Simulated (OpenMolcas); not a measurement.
**Ir2+: moving or changing the point charges**

Ir2+ among 4 point charges of -2 e arranged as a tetrahedron (Td), 2.19 Å from the ion.
```
   1.2644    1.2644    1.2644  -2.00
   1.2644   -1.2644   -1.2644  -2.00
  -1.2644    1.2644   -1.2644  -2.00
  -1.2644   -1.2644    1.2644  -2.00
```

| Quantity | Value |
| --- | --- |
| Program | OpenMolcas 26.06 |
| Method | CASSCF |
| Basis | ANO-RCC-VDZP [7s6p4d2f] |
| Scalar Hamiltonian | DKH2, point nucleus |
| Active space | 7 electrons in 5 orbitals (5d) |
| State averaging | 2S+1 = 4 even, 10 roots; 2S+1 = 2 even, 40 roots |
| Spin-orbit coupling | RASSI with atomic mean-field integrals over the reference wave functions |

Runs around this geometry, states (labels of Td). Energies in cm-1 above the lowest state or level, χT in cm3 K/mol.

| R (Å) | q (e) | Ground state | First state of that spin | First gap with spin-orbit (degeneracies) | χT at 300 K | First state of another spin |
| --- | --- | --- | --- | --- | --- | --- |
| 2.19 | -1.3 | 4A2 | 4T2 2397 | 1351 (4, 4) | 4.368 | 2E 14764 |
| 1.97 | -2 | 4A2 | 4T2 3956 | 2464 (4, 4) | 4.081 | 2T1 14608 |
| 2.19 | -2 | 4A2 | 4T2 3013 | 1763 (4, 4) | 4.246 | 2T1 14875 |
| 2.3 | -2 | 4A2 | 4T2 2588 | 1479 (4, 4) | 4.322 | 2T1 14845 |

Taking the first state of the same spin as R^-n, n = -ln(2588 / 3956) / ln(2.3 / 1.97) = 2.7 between the shortest and longest distance.

Scaling the charges by -1.3 / -2 = 0.65 scales the first state of the same spin by 2397 / 3013 = 0.80; with fixed orbitals a first-order splitting would follow the charge.

Without dynamic correlation the repulsion within the d shell is too large (B by tens of per cent), so at a given field states of lower spin stand too high. Spin-orbit coupling mixes the spin-free states strongly: the lowest level takes only 46 % from its leading state, 4A2 (figures for R = 2.19, q = -1.3; the like holds for R = 1.97, q = -2, R = 2.19, q = -2, R = 2.3, q = -2). The ground term spreads over less than 5000 cm-1, several times less than with real ligands, so orbital moments are less quenched and χT lies further from the spin-only value than at real sites (holds for R = 2.19, q = -1.3; R = 2.3, q = -2). This is an electrostatic model: the charges have no orbitals. No measured value stands beside these numbers.
